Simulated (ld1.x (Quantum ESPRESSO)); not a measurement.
**u(r) = r·R(r): atom against pseudo-atom (sulfur (S))**

Columns: radius, all-electron u(r) and pseudo u(r) of the 3s shell (level -33.36 eV) of sulfur in the configuration [Ne] 3s2 3p2.5; LDA (PZ), scalar-relativistic, TM scheme, ld1.x (Quantum ESPRESSO) 7.5.

| r (bohr) | all-electron | pseudo |
| --- | --- | --- |
| 0.072 | 0.2036 | 0.0274 |
| 0.145 | -0.0646 | 0.0561 |
| 0.217 | -0.3065 | 0.0863 |
| 0.290 | -0.4235 | 0.1199 |
| 0.362 | -0.4215 | 0.1570 |
| 0.435 | -0.3359 | 0.1998 |
| 0.507 | -0.2027 | 0.2479 |
| 0.580 | -0.0448 | 0.3034 |
| 0.652 | 0.1153 | 0.3649 |
| 0.725 | 0.2701 | 0.4335 |
| 0.798 | 0.4100 | 0.5066 |
| 0.870 | 0.5298 | 0.5805 |
| 0.942 | 0.6301 | 0.6524 |
| 1.015 | 0.7120 | 0.7191 |
| 1.088 | 0.7749 | 0.7758 |
| 1.160 | 0.8199 | 0.8193 |
| 1.232 | 0.8497 | 0.8492 |
| 1.305 | 0.8663 | 0.8662 |
| 1.378 | 0.8712 | 0.8712 |
| 1.450 | 0.8663 | 0.8663 |
| 1.522 | 0.8535 | 0.8535 |
| 1.595 | 0.8339 | 0.8339 |
| 1.668 | 0.8090 | 0.8090 |
| 1.740 | 0.7806 | 0.7806 |
| 1.812 | 0.7492 | 0.7492 |
| 1.885 | 0.7154 | 0.7154 |

Problem. How many radial nodes do the two functions have?

Solution. The all-electron 3s function has n − l − 1 = 2; the pseudo-wave has 0, since the states of the same l below it are removed with the core.

Problem. At about which radius was the pseudo-wave matched?

Solution. 1.45 bohr. The columns agree to 0.0005 from 1.30 bohr on; several derivatives are matched, so the curves merge somewhat inside the radius.

Problem. Is the pseudo-wave norm-conserving?

Solution. Yes: the TM scheme keeps the norm inside the radius equal to the all-electron one, which fixes the energy derivative of the logarithmic derivative at the level.
